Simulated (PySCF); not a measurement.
Vertical excitations of a molecule CH₆F₂OSi₂ from PySCF with TDDFT-B3LYP/def2-SVPD, as energy in eV (oscillator strength): 5.53 (0.001), 6.15 (0.001), 6.82 (0.016), 7.08 (0.005), 7.16 (0.004), 7.51 (0.010), 7.52 (0.063), 7.66 (0.000), 7.78 (0.003), 7.87 (0.029). Lowest triplet (TDA): 5.27 eV. Coordinates come from a ωB97X-D3(BJ)/def2-SVP optimisation. The values are those of a single conformer.

Which structure fits?
A. CO[Si](F)(F)[SiH3]
B. C[Si](F)(F)[SiH2]O
C. FC[SiH2]O[SiH2]F
D. OC([SiH2]F)[SiH2]F

D, OC([SiH2]F)[SiH2]F
